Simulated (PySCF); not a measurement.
Correlation energy of O³⁺ (oxygen, charge +3)

[He] 2s2 2p1, 2P determinant. All numbers are calculated (PySCF 2.14, scalar relativity by spin-free X2C-1e, in x2c-TZVPPall with one added diffuse shell each of s, p, d type (6s4p3d1f, 40 functions)). Frozen: 1s2; 3 electrons correlated.

MP2 pair energies summed by pair of shells (mhartree):

```tsv
pair	energy	share (%)
2s-2s	-36.60	60.8
2s-2p	-23.63	39.2
```

Total MP2 correlation energy: -60.22 mhartree.

Same-spin part -3.51 and opposite-spin part -56.71 mhartree; SCS-MP2 scales them by 1/3 and 6/5 to -69.22 mhartree.
